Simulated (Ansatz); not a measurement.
Relaxation of C$_{3}$H$_{10}$FNOSi (17 atoms, charge 0, multiplicity 1), to a largest force component of 0.03 eV/Å in at most 50 steps.

These are results of Ansatz, RHF/cc-pVDZ, not measurements.

```xyz
17
Properties=species:S:1:pos:R:3
Si -0.269 0.061 0.095
H 0.604 0.189 1.245
F 0.931 -0.594 -0.752
N -0.903 1.509 -0.529
C -2.180 1.624 -1.208
H -2.740 0.697 -1.118
H -2.778 2.429 -0.770
H -2.045 1.846 -2.273
C -0.083 2.704 -0.580
H 0.185 2.965 -1.610
H -0.610 3.557 -0.139
H 0.844 2.561 -0.022
O -1.506 -1.022 0.223
C -1.360 -2.377 0.574
H -0.928 -2.483 1.573
H -2.349 -2.833 0.574
H -0.726 -2.904 -0.141
```

Where does it end, and by what steps?

The forces met the threshold. After 9 steps the energy has fallen by 0.213 eV; F3 moved furthest, 0.45 Å.

```tsv
step	energy less start (eV)	largest force component (eV/Å)	accepted
0	0.0000	1.561	yes
1	-0.1917	0.291	yes
2	-0.1289	1.750	no
3	-0.2032	0.098	yes
4	-0.2059	0.073	yes
5	-0.2090	0.102	yes
6	-0.2105	0.072	yes
7	-0.2117	0.057	yes
8	-0.2124	0.031	yes
9	-0.2126	0.016	yes
```

```xyz
17
Properties=species:S:1:pos:R:3
Si -0.216 0.048 0.058
H 0.739 0.288 1.152
F 0.656 -0.751 -1.078
N -0.882 1.514 -0.497
C -2.107 1.574 -1.272
H -2.643 0.629 -1.203
H -2.763 2.362 -0.888
H -1.908 1.785 -2.329
C -0.120 2.747 -0.489
H 0.212 3.029 -1.495
H -0.722 3.570 -0.091
H 0.765 2.651 0.140
O -1.453 -0.967 0.451
C -1.374 -2.359 0.632
H -0.873 -2.601 1.573
H -2.388 -2.753 0.668
H -0.836 -2.838 -0.188
```

Whether the end is a true minimum wasn't checked by a vibrational analysis.

Time of the run: 20 s on 4 threads of Intel(R) Xeon(R) Platinum 8488C (Sapphire Rapids), with other jobs on the host, peak memory 0.45 GiB.
